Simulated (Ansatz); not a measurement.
Consider the redistribution: `[SH][Al]([Cl])[Cl]` + `[SH][Hf]([SH])([Cl])[Cl]` → `[SH][Al]([SH])[Cl]` + `[SH][Hf]([Cl])([Cl])[Cl]`.

Calculated with Ansatz (gas phase, PBE0-D4/def2-TZVP geometries, no zero-point term in ΔE). CCSD(T)/CBS is the MP2 limit (def2-TZVPP, def2-QZVPP) plus CCSD(T) − MP2 in def2-TZVPP, frozen cores. Functionals use def2-TZVPP. HSE06 is defined as in plane-wave codes. Elements past krypton have def2 core potentials. For Hf outer-core shells are correlated without core-valence functions, which leaves a few kJ/mol of doubt a bond. Each species was taken in one conformer, which may not be the lowest.

| level | ΔE (kJ/mol) | difference from CCSD(T)/CBS |
| --- | --- | --- |
| B97M-V | -21.0 | -1.9 |
| HSE06-D4 | -21.0 | -1.9 |
| BHLYP-D4 | -20.9 | -1.8 |
| ωB97X-V | -22.0 | -2.9 |
| B2PLYP | -19.6 | -0.5 |
| revPBE | -21.4 | -2.3 |
| BLYP | -20.7 | -1.6 |
| BHLYP | -21.6 | -2.5 |
| LC-ωPBE | -22.9 | -3.8 |
| RPA@PBE/def2-TZVPP | -18.3 | 0.8 |
| HF/def2-SVP | -25.0 | -5.9 |
| HF/def2-TZVPP | -23.3 | -4.2 |
| CCSD/def2-TZVPP | -19.6 | -0.5 |
| CCSD(T)/def2-TZVPP | -18.7 | 0.4 |
| HF/CBS(def2) | -22.8 | -3.7 |
| CCSD/CBS(def2) | -20.0 | -0.9 |
| CCSD(T)/CBS | -19.1 | 0 |

**Question.** What do rigid-rotor, harmonic-oscillator terms from PBE0-D4/def2-TZVP frequencies (298.15 K, 1 bar) make of the CCSD(T)/CBS value? (An estimate is asked.)

**Answer.** Computed: ΔZPE = +0.8 kJ/mol, ΔH = -18.4 kJ/mol, ΔS = -7 J/(mol·K), ΔG = -16.4 kJ/mol.

Largest T1 diagnostic among the species: 0.015.

Leaving LDA and LC-ωPBE aside and taking each functional with its dispersion term where it has one, the values spread over 2.4 kJ/mol, from ωB97X-V to B2PLYP. In def2-TZVPP, CCSD(T) changes the Hartree–Fock value by +4.6 kJ/mol (the triples alone add +0.9 kJ/mol) and MP2 by +6.1 kJ/mol.
